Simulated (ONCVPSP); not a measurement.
## Transferability test, ONCV potential for manganese

Mn (Z = 25), optimised norm-conserving Vanderbilt (ONCV), made with ONCVPSP 4.0.1 (LDA (Perdew-Wang 92), fully relativistic). Core [Ne], reference 3s2 3p6 3d5 4s2. Waves: 3s+4s: rc 1.25 bohr, ncon 4, nbas 8, qcut 10.9 1/bohr, 3 projectors, debl 2.6 Ha; 3p: rc 0.85 bohr, ncon 3, nbas 7, qcut 9.5 1/bohr, 1 projector; 3d: rc 1.25 bohr, ncon 3, nbas 7, qcut 13.4 1/bohr, 3 projectors, debl 3.4 Ha. Local part: polynomial inside 0.70 bohr (lpopt 5, dvloc0 2 Ha). Core correction: none.

Open shells are filled in proportion to 2j + 1.

Energies are relative to the spin-unpolarised reference configuration 3s2 3p6 3d5 4s2; without spin polarisation the order of configurations can differ from experiment.

```tsv
valence configuration	charge	ΔE all-electron (eV)	error AE − PS (meV)
3s2 3p6 3d5 4s1	+1	8.647	+0.7
3s2 3p6 3d4 4s0	+3	57.332	+6.3
```

(1) What are ΔE and the potential's error for 3s2 3p6 3d4 4s2?

(2) What are ΔE and the potential's error for 3s2 3p6 3d5 4s0?

Answers

(1) ΔE = 13.451 eV all-electron; the error (AE − PS) is +14 meV.

(2) ΔE = 24.517 eV all-electron; the error (AE − PS) is +3.2 meV.
